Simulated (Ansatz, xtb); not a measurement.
## C3H7F3Si: which of two isomers lies lower

Structure X: `FC(F)(F)CC[SiH3]`, a singlet. Structure Y: `C[SiH](C)C(F)(F)F`, a singlet. Both are isolated molecules in the gas phase, relaxed with PBE-D3(BJ)/def2-SVP, each in the lowest conformer that the search found.

**Question.** Estimate which is lower in electronic energy at CCSD(T)/def2-SVP + ΔMP2/def2-TZVPP, and by roughly how much.

**Answer.** The CCSD(T)/def2-SVP + ΔMP2/def2-TZVPP calculation puts structure Y lower, by 8.9 kcal/mol.

The same difference at several levels:

```csv
level,geometry,E(Y) − E(X) (kcal/mol),departure from the last row (kcal/mol),"job, with rough time for the two"
GFN2-xTB,GFN2-xTB,+12.0,+20.9,"optimisation, 0.13 s"
HF/STO-3G,GFN2-xTB,−13.6,−4.7,"single point, 0.36 s"
r2SCAN-D4/def2-SVP,GFN2-xTB,−6.7,+2.2,"single point, 3.5 s"
PBE-D3(BJ)/def2-SVP,PBE-D3(BJ)/def2-SVP,−7.1,+1.8,"optimisation, 15 s"
HF/def2-SVP,PBE-D3(BJ)/def2-SVP,−2.9,+6.0,part of the CCSD(T) run
MP2/def2-SVP,PBE-D3(BJ)/def2-SVP,−3.5,+5.4,part of the CCSD(T) run
CCSD(T)/def2-SVP,PBE-D3(BJ)/def2-SVP,−2.6,+6.3,single point
CCSD(T)/def2-SVP + ΔMP2/def2-TZVPP,PBE-D3(BJ)/def2-SVP,−8.9,,"single point, 63 s"
```

As drawn, Y has 2 C–Si, 2 C–H in place of 2 C–C, 2 Si–H.

GFN2-xTB puts the two in the other order. The largest departure from CCSD(T)/def2-SVP + ΔMP2/def2-TZVPP is that of GFN2-xTB, 20.9 kcal/mol. The last row adds to CCSD(T) the change of the MP2 difference between the two basis sets, here −6.3 kcal/mol, a large step that makes the value less sure.

With thermal terms from frequencies at re-optimised GFN2-xTB minima (ideal gas, soft modes damped towards free rotors, one conformer each, 298.15 K, 1 atm): the zero-point term adds +1.1 kcal/mol; ΔH is −7.0 and ΔG −8.4 kcal/mol.

The correlated steps freeze 11 core orbitals. Programs: Ansatz 0.2.0, xtb 6.7.1; the last row on 4 threads of Arm Neoverse V1 on a shared host.
